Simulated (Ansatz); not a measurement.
Born–Oppenheimer molecular dynamics of ClFH4OW (8 atoms, charge 0, multiplicity 1). It starts from a relaxed structure.

These are results of RHF/def2-SVP (Ansatz 0.2.0), not measurements.

* ensemble: NVT, Langevin thermostat
* time step: 0.5 fs
* steps asked: 300
* set temperature: 700 K
* friction: 0.001 /fs
* masses: H 2.014 u
* seed: 530590

First frame:

```xyz
8
Properties=species:S:1:pos:R:3
W -0.487 0.021 -0.021
O -0.491 -0.188 1.794
H -0.498 -0.461 2.696
H 1.457 -0.271 0.029
H 0.287 1.501 -0.053
Cl -2.773 0.516 -0.314
H 1.171 -1.013 0.051
F -0.245 -0.388 -1.816
```

(1) How far do the bonds stretch over the last three quarters of this one trajectory? (Pairs bonded in most of those frames.)

Answers

(1) 
| bond | mean (Å) | spread (Å) | shortest | longest |
| --- | --- | --- | --- | --- |
| W1–O2 | 1.841 | 0.026 | 1.79 | 1.89 |
| W1–H4 | 1.985 | 0.051 | 1.87 | 2.09 |
| W1–H5 | 1.680 | 0.035 | 1.63 | 1.74 |
| W1–Cl6 | 2.371 | 0.031 | 2.33 | 2.42 |
| W1–H7 | 1.985 | 0.037 | 1.90 | 2.05 |
| W1–F8 | 1.856 | 0.023 | 1.82 | 1.89 |
| O2–H3 | 0.950 | 0.048 | 0.88 | 1.02 |
| H4–H7 | 0.810 | 0.074 | 0.68 | 0.93 |

Pairs bonded in part of these frames only: H4–H7 85 %.

Mean temperature of the second half: 468 K. The mean temperature of the second half is 33 % below the set value. A run of 0.15 ps of so small a system gives no equilibrium averages.

The run took 9.7 min on 1 thread of Arm Neoverse V2, with other jobs on the host, peak memory 0.18 GiB.
